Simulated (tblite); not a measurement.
What does the GFN2-xTB structure of InChI=1S/C7H13FOSi/c1-5-6(9)10(8)7(2,3)4/h5,10H,1H2,2-4H3/t10-/m1/s1 look like in three dimensions?

```xyz
23
C7H13FOSi angstrom
C      3.6491    0.9142    0.3836
C      2.6328    1.6276    0.8495
C      1.2229    1.3782    0.5064
O      0.3603    2.1606    0.8634
Si     0.7304   -0.1885   -0.5086
F      1.5000   -1.4471    0.1773
C     -1.1492   -0.5111   -0.4089
C     -1.9186    0.6186   -1.1007
C     -1.5957   -0.5877    1.0566
C     -1.4814   -1.8388   -1.0989
H      4.6685    1.1403    0.6502
H      3.5020    0.0801   -0.2808
H      2.7953    2.4703    1.5110
H      1.2631   -0.1530   -1.8670
H     -1.7045    1.5732   -0.6268
H     -2.9906    0.4372   -1.0341
H     -1.6487    0.6872   -2.1529
H     -1.0564   -1.3698    1.5883
H     -2.6607   -0.8099    1.1123
H     -1.4196    0.3596    1.5611
H     -1.1924   -1.8171   -2.1477
H     -0.9597   -2.6636   -0.6191
H     -2.5517   -2.0335   -1.0448
```

Any rigid rotation of these coordinates is as good. Atoms count from 1 in this order. Of the pairs four or more bonds apart, Si5···H12 is among the closest relative to their van der Waals radii: 2.79 Å, 85 % of the sum of Bondi's values. The C–Si distances run from 1.910 Å (Si5–C7, drawn single) to 1.931 Å (C3–Si5, drawn single), a spread of 0.021 Å. Si5 (fluorine-bound silicon) is distorted tetrahedral (angles from 103.8° to 114.3°). The 5 C–C bonds span 1.326 Å (C1=C2, drawn double) to 1.534 Å (C7–C9, drawn single), a spread of 0.208 Å.

Bonds between heavy atoms (Å): C1=C2 1.326, C2–C3 1.472, C3=O4 1.218, C3–Si5 1.931, Si5–F6 1.627, Si5–C7 1.910, C7–C8 1.532, C7–C9 1.534, C7–C10 1.533.

Computed geometry: GFN2-xTB, gas phase.

Point group: C1 (no symmetry element, even within 0.4 Å). Its GFN2-xTB frequencies are all real (lowest 31 cm⁻¹). The numbers are those of one conformer (C1–C2–C3–O4 -172°, C2–C3–Si5–F6 47°).
